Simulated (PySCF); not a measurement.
Work out the structure from these simulated measurements.

Elements present: C, H, N and Si. Monoisotopic mass: 141.0974 u.

| Property | Result |
| --- | --- |
| Rotational structure | rotational constants A, B, C: 2.443, 0.758, 0.684 GHz [GFN2-xTB] |
| Dipole | 1.31 D [PBE0/pcSseg-1] |
| NMR, other nuclei | isotropic shieldings of nuclei other than C and H, by class: 240 (1 N), 380 (1 Si) ppm [GIAO PBE0/pcSseg-1] |
| 13C NMR | chemical shifts (computed TMS as zero) by class: 144.6 (1 C), 118.6 (1 C), 52.6 (2 C), 31.5 (2 C), 27.6 (1 C) ppm [GIAO PBE0/pcSseg-1] |
| 1H NMR | chemical shifts (computed TMS as zero) by class: 6.25 (1 H), 5.27 (1 H), 5.17 (1 H), 4.86 (2 H), 3.27 (4 H), 1.83 (4 H), 1.70 (2 H) ppm [GIAO PBE0/pcSseg-1] |

Gas-phase values; electronic properties from PySCF, density fitting. Levels stand in brackets. Isolated species at its GFN2-xTB geometry (one conformer only). GFN2-xTB frequencies show an imaginary mode (35i cm⁻¹), so this geometry is no minimum at that level. NMR values are class means; diastereotopic atoms form classes of their own.

Question: Which formula fits the mass and the elements?

Answer: C7H15NSi (calculated 141.0974). No other formula that holds each of these elements comes within 0.0003 u with a fitting electron parity and a possible valence count.

Question: Give a SMILES that accounts for the data.

Answer: Numbering: `[CH2:1]=[CH:2][CH2:3][SiH2:4][N:5]1[CH2:6][CH2:7][CH2:8][CH2:9]1`. Its formula, C7H15NSi, gives 2 degrees of unsaturation: 1 ring and 1 π bond in the structure found. 7 carbons fall into 5 classes; from least to most shielded: alkene CH carbon [C2] (144.6 ppm), terminal =CH2 carbon [C1] (118.6 ppm), ring sp3 carbon bound to nitrogen [C6/C9] (52.6 ppm, 2 C), ring CH2 carbon [C7/C8] (31.5 ppm, 2 C), chain sp3 carbon bound to silicon [C3] (27.6 ppm). Hydrogen classes from least to most shielded: 1 H on an alkene CH carbon, C2 (6.25 ppm), 1 H on a terminal =CH2 carbon, C1 (5.27 ppm), 1 H on a terminal =CH2 carbon, C1 (5.17 ppm), 2 H on an SiH2 silicon, Si4 (4.86 ppm), 4 H on 2 like atoms (sp3 carbon bound to nitrogen), C6/C9 (3.27 ppm), 4 H on 2 ring CH2 carbons, C7/C8 (1.83 ppm), 2 H on an sp3 carbon bound to silicon, C3 (1.70 ppm, a mean of values up to 0.7 ppm apart in this geometry). The other shieldings belong to: 240 ppm, silicon-bound nitrogen [N5]; 380 ppm, SiH2 silicon [Si4]. The optimised geometry has point group C1 and is an asymmetric top. Structure: `C=CC[SiH2]N1CCCC1`. Computed isomers that give other values at the same levels: `C=C(C)[Si@H](/C=C\C)NC` (13C chemical shifts (computed TMS as zero) by class: 159.0 (1 C), 155.4 (1 C), 134.2 (1 C), 128.6 (1 C), 30.9 (1 C), 26.3 (1 C), 23.1 (1 C) ppm); `C=C[C@@]1(N(C)C)[SiH2][C@@H]1C` (13C chemical shifts (computed TMS as zero) by class: 147.9 (1 C), 110.2 (1 C), 60.5 (1 C), 47.2 (2 C), 30.6 (1 C), 13.5 (1 C) ppm); `C=CN([SiH3])[C@H](C)C1CC1` (13C chemical shifts (computed TMS as zero) by class: 144.4 (1 C), 88.8 (1 C), 66.9 (1 C), 23.6 (1 C), 20.8 (1 C), 9.3 (1 C), 5.6 (1 C) ppm). The assignments are read from this structure; whether some other isomer fits the data as well wasn't checked.
